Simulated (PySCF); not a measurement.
Vertical excitations of a molecule CH6ClFOSi2 from TDA-PBE/def2-SVPD in PySCF, as energy in eV (oscillator strength): 5.29 (0.001), 5.48 (0.015), 5.89 (0.010), 6.37 (0.039), 6.53 (0.071), 6.79 (0.005), 6.89 (0.006), 7.03 (0.002), 7.11 (0.000), 7.19 (0.020). Lowest triplet (TDA): 4.99 eV. Geometry optimised at B3LYP-D3(BJ)/def2-SVP. One conformer was computed; it need not be the lowest.

Which structure fits?
A) O[C@H]([SiH3])[Si@@H](F)Cl
B) C[Si@@](O)(Cl)[SiH2]F
C) FC[Si@@H](Cl)O[SiH3]
D) O[Si@@H](CF)[SiH2]Cl

A, O[C@H]([SiH3])[Si@@H](F)Cl
